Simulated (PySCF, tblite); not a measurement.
Isomers of CH6ClFSi2. Level: GFN2-xTB in tblite, geometry and Hessian alike; calculated harmonic values, unscaled, isolated species. This tight-binding method is rough: wavenumbers can miss measured ones by several per cent, in bad cases by 10 to 20. Modes of hydrogen on silicon can be 10 to 20 % off. One conformer each.

Electronic energies: PBE0/pcSseg-1 single points on the GFN2-xTB geometries (PySCF, gas phase).

```csv
SMILES,"electronic energy, lowest = 0 (kJ/mol)"
F[SiH2][SiH2]CCl,197.4
C[SiH2][Si@@H](F)Cl,18.5
F[Si@H](Cl)C[SiH3],0.0
FC[Si@H]([SiH3])Cl,232.5
F[Si@@H]([SiH3])CCl,183.1
F[SiH2]C[SiH2]Cl,11.8
```

Problem. How do GFN2-xTB zero-point energies change the relative energies?

Solution. 
| SMILES | ZPE (kJ/mol) | of it from modes above 1550 cm⁻¹ | electronic (kJ/mol) | with ZPE, lowest = 0 (kJ/mol) | lowest mode (cm⁻¹) | rings |
| --- | --- | --- | --- | --- | --- | --- |
| F[Si@H](Cl)C[SiH3] | 166.3 | 90.4 | 0.0 | 0.0 | 40 | 0 |
| F[SiH2]C[SiH2]Cl | 167.0 | 90.8 | 11.8 | 12.5 | 33 | 0 |
| C[SiH2][Si@@H](F)Cl | 171.6 | 94.4 | 18.5 | 23.9 | 14i | 0 |
| F[Si@@H]([SiH3])CCl | 163.5 | 89.6 | 183.1 | 180.2 | 26 | 0 |
| F[SiH2][SiH2]CCl | 164.5 | 89.7 | 197.4 | 195.5 | 14i | 0 |
| FC[Si@H]([SiH3])Cl | 163.7 | 88.7 | 232.5 | 229.9 | 28 | 0 |

The zero-point energies span 8.1 kJ/mol, from `F[Si@@H]([SiH3])CCl` to `C[SiH2][Si@@H](F)Cl`. Slightly imaginary modes are left out of the zero-point energy: `C[SiH2][Si@@H](F)Cl` 13.6i cm⁻¹ and `F[SiH2][SiH2]CCl` 13.6i cm⁻¹. The order is unchanged.

Problem. And how do the electronic energies of GFN2-xTB itself compare?

Solution. `F[Si@H](Cl)C[SiH3]` 17.7; `F[SiH2]C[SiH2]Cl` 0.0; `C[SiH2][Si@@H](F)Cl` 35.9; `F[Si@@H]([SiH3])CCl` 167.7; `F[SiH2][SiH2]CCl` 164.9; `FC[Si@H]([SiH3])Cl` 221.0 kJ/mol, lowest = 0. Against the energies above, taken from the same isomer `F[Si@H](Cl)C[SiH3]`, the largest difference is 50.2 kJ/mol.

Problem. What do entropy and thermal enthalpy add at 298.15 K and 1 bar (rigid rotor, harmonic oscillator, one conformer each)?

Solution. 
```json
{"SMILES": "F[Si@H](Cl)C[SiH3]", "point group": "C1", "symmetry number": "1", "S (J/(mol K))": "382.8", "H − H(0) (kJ/mol)": "24.51", "ZPE + H − H(0) − TS (kJ/mol)": "76.7"}
{"SMILES": "F[SiH2]C[SiH2]Cl", "point group": "C1", "symmetry number": "1", "S (J/(mol K))": "385.9", "H − H(0) (kJ/mol)": "24.29", "ZPE + H − H(0) − TS (kJ/mol)": "76.2"}
{"SMILES": "F[Si@@H]([SiH3])CCl", "point group": "C1", "symmetry number": "1", "S (J/(mol K))": "403.3", "H − H(0) (kJ/mol)": "25.77", "ZPE + H − H(0) − TS (kJ/mol)": "69.0"}
{"SMILES": "FC[Si@H]([SiH3])Cl", "point group": "C1", "symmetry number": "1", "S (J/(mol K))": "402.8", "H − H(0) (kJ/mol)": "25.98", "ZPE + H − H(0) − TS (kJ/mol)": "69.6"}
```

Not tabulated: `C[SiH2][Si@@H](F)Cl` (lowest mode only 14i cm⁻¹); `F[SiH2][SiH2]CCl` (lowest mode only 14i cm⁻¹).
